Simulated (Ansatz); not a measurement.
`C[O][Mg][Br]` → `[MgH][Br]` + `C=O` at 298.15 K and 1 bar (β-hydride elimination).

Calculated with Ansatz (gas phase, PBE0-D4/def2-TZVP geometries, no zero-point term in ΔE). CCSD(T)/CBS is the MP2 limit (def2-TZVPP, def2-QZVPP) plus CCSD(T) − MP2 in def2-TZVPP, frozen cores. This one scheme is used for every species. For Br, Mg outer-core shells are correlated without core-valence functions, which leaves a few kJ/mol of doubt a bond. Scalar relativity is left out up to krypton. One conformer a species, not always the lowest.

```csv
species,CCSD(T)/CBS energy (Eh),H − E (kJ/mol),S (J/(mol·K))
`C[O][Mg][Br]`,-2888.35255,130.2,334.3
`[MgH][Br]`,-2773.87245,27.7,251.3
`C=O`,-114.39408,80.1,218.6
```

H − E and S are ideal-gas, rigid-rotor, harmonic terms from PBE0-D4/def2-TZVP, for one conformer and one mirror image of each species. 1 Eh = 2625.50 kJ/mol, R = 8.31446 J/(mol·K).

Problem. By hand: ΔE, ΔH, ΔS and ΔG.

Solution. ΔE = (-2773.87245) + (-114.39408) − (-2888.35255) = 0.08602 Eh = 225.8 kJ/mol. Δ(H − E) = 27.7 + 80.1 − 130.2 = -22.4, so ΔH = 203.4 kJ/mol. ΔS = 251.3 + 218.6 − 334.3 = 135.6 J/(mol·K). ΔG = 203.4 − 298.15 × (135.6)/1000 = 163.0 kJ/mol.

Problem. By hand: the equilibrium constant, and the temperature at which ΔG would vanish if ΔH and ΔS stayed fixed.

Solution. log₁₀ K = −ΔG/(RT ln 10) = -28.6. ΔG = 0 at ΔH/ΔS = 1500 K.

The number of gas molecules changes by +1, which sets the sign of ΔS. A doubt of 5 kJ/mol in ΔE shifts log₁₀ K by 0.9 here. Other conformers and mirror images would add mixing entropy, several J/(mol·K) or more a flexible species. These are equilibria of isolated gas molecules and say nothing of rates. Largest T1 diagnostic: 0.015 (customary marks: 0.02 for closed shells, 0.045 for open ones).
